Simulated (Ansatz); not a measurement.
The inner images of a band of F3HHfO + H2 (8 atoms, charge 0, multiplicity 1) are given out of order.

The calculation used RKS PBE0-D4/def2-SVP (Ansatz 0.2.0).

Image 0:

```xyz
8
Properties=species:S:1:pos:R:3
Hf -0.144 0.114 0.071
O -0.449 0.183 1.955
H -0.633 0.260 2.888
F 1.707 0.350 -0.361
F -1.079 1.574 -0.726
F -0.850 -1.484 -0.717
H 1.353 -2.290 0.902
H 1.154 -1.975 1.566
```

Image 6:

```xyz
8
Properties=species:S:1:pos:R:3
Hf 0.367 -0.215 -0.149
O -0.379 -0.457 2.049
H -1.059 -1.136 2.153
F 0.981 -0.289 -1.952
F 0.349 1.655 0.256
F -1.225 -1.308 -0.239
H 1.834 -1.036 0.632
H 0.192 -0.483 2.827
```

Problem. Put them in order from the first end to the last, with their energies above the first end.
A.
```xyz
8
Properties=species:S:1:pos:R:3
Hf -0.410 -0.106 -0.139
O -0.728 -0.484 1.706
H -0.939 -0.692 2.613
F 1.187 -0.919 -0.812
F -0.279 1.784 -0.390
F -1.879 -0.780 -1.158
H 2.342 -1.082 1.636
H 1.764 -0.989 2.121
```
B.
```xyz
8
Properties=species:S:1:pos:R:3
Hf 0.331 -0.170 -0.131
O -0.352 -0.460 2.081
H -1.113 -1.039 2.228
F 1.136 -0.445 -1.837
F 0.146 1.722 0.060
F -1.256 -1.260 -0.273
H 1.785 -0.820 0.838
H 0.382 -0.797 2.613
```
C.
```xyz
8
Properties=species:S:1:pos:R:3
Hf 0.268 -0.145 -0.093
O -0.408 -0.481 2.073
H -1.029 -1.155 2.378
F 1.336 -0.639 -1.587
F -0.011 1.741 -0.163
F -1.289 -1.231 -0.415
H 1.682 -0.611 1.090
H 0.511 -0.746 2.295
```
D.
```xyz
8
Properties=species:S:1:pos:R:3
Hf -0.406 0.154 -0.089
O -0.704 0.037 1.789
H -0.851 -0.031 2.730
F 1.404 -0.304 -0.518
F -0.748 1.938 -0.686
F -1.583 -1.043 -1.004
H 2.080 -1.848 1.350
H 1.868 -2.171 2.006
```
E.
```xyz
8
Properties=species:S:1:pos:R:3
Hf 0.144 -0.164 -0.011
O -0.433 -0.495 2.015
H -0.984 -1.146 2.466
F 1.414 -0.768 -1.302
F -0.114 1.699 -0.305
F -1.345 -1.214 -0.587
H 1.621 -0.542 1.345
H 0.757 -0.638 1.956
```

Solution. D (+3.1 kJ/mol), A (+5.6 kJ/mol), E (+117.2 kJ/mol), C (+84.1 kJ/mol), B (+71.5 kJ/mol).

The run took 6.7 min on 2 threads of Arm Neoverse V1, with other jobs on the host, peak memory 0.22 GiB.
